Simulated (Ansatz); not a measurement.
Gas-phase electronic energies from Ansatz, PBE0-D4/def2-TZVP geometries. CBS: MP2 limit from def2 TZ/QZ plus the TZ coupled-cluster correction, frozen cores. This one scheme is used for every species. Functionals use def2-TZVPP. For Ge outer-core shells are correlated without core-valence functions, which leaves a few kJ/mol of doubt a bond. Scalar relativity is left out up to krypton. One conformer a species, not always the lowest.

Reaction (hydrogenolysis of a Ge–F bond): `[CH3][Ge]([NH2])([F])[SH]` + H₂ → `[CH3][GeH]([NH2])[SH]` + H–F

```tsv
level	ΔE (kJ/mol)
B2PLYP	64.7
HF/def2-TZVPP	61.1
HF/def2-QZVPP	62.5
MP2/CBS(def2)	60.9
```

What does CCSD(T)/CBS give? (Best estimate.)

The calculation gave: +58.4 kJ/mol. The listed levels differ from it by 6.3, 2.7, 4.1, 2.5 kJ/mol.

Largest T1 diagnostic among the species: 0.011.

From PBE to PBE0 (25 % exact exchange), in def2-TZVPP and without D4, ΔE moves by −4.5 kJ/mol.
